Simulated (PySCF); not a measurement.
C₂H₆BO₃, SMILES COB([O])OC, multiplicity 2.

Coordinates come from a PBE0-D3(BJ)/def2-SVP optimisation. The isomer is the one that the SMILES or the coordinates give; other isomers of the formula were not compared. Other conformers were not sampled.

These are TDA-PBE/def2-SVPD (PySCF 2.14.0) values and carry that method's errors.

Vertical excitations. 

| state | energy (eV) | λ (nm) | f | main pairs |
|---|---|---|---|---|
| root 1 | 0.45 | 2729 | 0.000 | β HOMO→LUMO 93 % |
| root 2 | 0.84 | 1480 | 0.000 | β HOMO−1→LUMO 93 % |
| root 3 | 1.47 | 844 | 0.001 | β HOMO−2→LUMO 94 % |
| root 4 | 2.15 | 576 | 0.015 | β HOMO−3→LUMO 91 % |
| root 5 | 2.43 | 509 | 0.000 | β HOMO−4→LUMO 99 % |
| root 6 | 3.40 | 365 | 0.010 | β HOMO−5→LUMO 97 % |
| root 7 | 4.43 | 280 | 0.011 | β HOMO−6→LUMO 99 % |
| root 8 | 4.74 | 261 | 0.000 | β HOMO−7→LUMO 100 % |
| root 9 | 5.35 | 232 | 0.000 | β HOMO−9→LUMO 100 % |
| root 10 | 5.45 | 228 | 0.014 | β HOMO−8→LUMO 98 % |
Unrestricted roots are not spin-pure.
